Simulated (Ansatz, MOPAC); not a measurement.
Torsion H3–C1–Sn2–H6 in CH4Sn (SMILES [CH3][SnH]); at each angle all else is relaxed with GFN2-xTB, and the levels are single points there.
Geometry at 60° (charge 0, multiplicity 1):
```xyz
6

C     -0.644     0.028     0.002
Sn     1.377     1.006    -0.150
H     -0.752    -0.495     0.953
H     -1.461     0.749    -0.073
H     -0.781    -0.710    -0.788
H      2.261    -0.583     0.015
```

On the grid 0° to 120°, 0° is the highest and 60° the lowest point at CCSD(T)/CBS(def2-TZVPP, def2-QZVPP).

Cores are frozen in the correlated methods. Filled d and f shells under p-block atoms count as core. The state reached by PM7 isn't checked; PM7 holds dispersion and hydrogen-bond terms.

Run with Ansatz (Gaussian basis) for Hartree–Fock, density functionals and correlated methods; MOPAC for PM7 (differences of heats of formation).  In def2 rows elements past Kr take small-core potentials, without spin–orbit coupling.

Question: Give the energy at 0° less that at 60° at the level PM7.

Answer: 0.3 kcal/mol

Ansatz is a program for electronic structure.
